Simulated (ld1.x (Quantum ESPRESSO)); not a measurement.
**Configuration tests for Li (TM)**

lithium, norm-conserving Troullier–Martins (Kleinman–Bylander form), made with ld1.x (Quantum ESPRESSO) 7.5 (LDA (PZ), non-relativistic). Core none, reference 1s2 2s1 2p0. Waves: 1s (bound): rc 0.45 bohr; 2p (bound, empty): rc 4.20 bohr. Local part: all-electron potential smoothed inside 4.05 bohr (lloc = -1). Core correction: none.

Occupied shells without a wave of their own: 2s. They enter only through the test configuration that unscreens the potential.

Energies are relative to the spin-unpolarised reference configuration 1s2 2s1 2p0; without spin polarisation the order of configurations can differ from experiment. Spin-polarised rows fill each open shell by Hund’s rule, majority spin first. Not all tests gave a result: 1 of 6 tests not solved or not reliable.

```tsv
valence configuration	charge	ΔE all-electron (eV)	error AE − PS (meV)
1s2 2s0 2p0	+1	5.239	+2398
1s2 2s0.5 2p0	+0.5	2.044	+974
1s2 2s0 2p1	0	1.753	+1536
1s2 2s0.5 2p0 (spin-polarised)	+0.5	1.953	+938
```

(1) What are ΔE and the potential's error for 1s1 2s1 2p0?

The potential misses its own reference levels by up to 1.5 eV, so it is not fit for use.

Results:

(1) ΔE = 67.372 eV all-electron; the error (AE − PS) is -1482 meV.

These tests converged, but a pseudo level misses the all-electron one widely, so the file describes the atom poorly there or has found another state: 1s2 2s0 2p0: empty 2s by 3.4 eV; 1s2 2s0.5 2p0: 2s by 2.4 eV; 1s2 2s0 2p1: empty 2s by 2.3 eV; 1s1 2s1 2p0: 2s by 5.2 eV. The 2s level has no wave, so the channel is fitted at the deeper level alone: the likely source of the large errors.
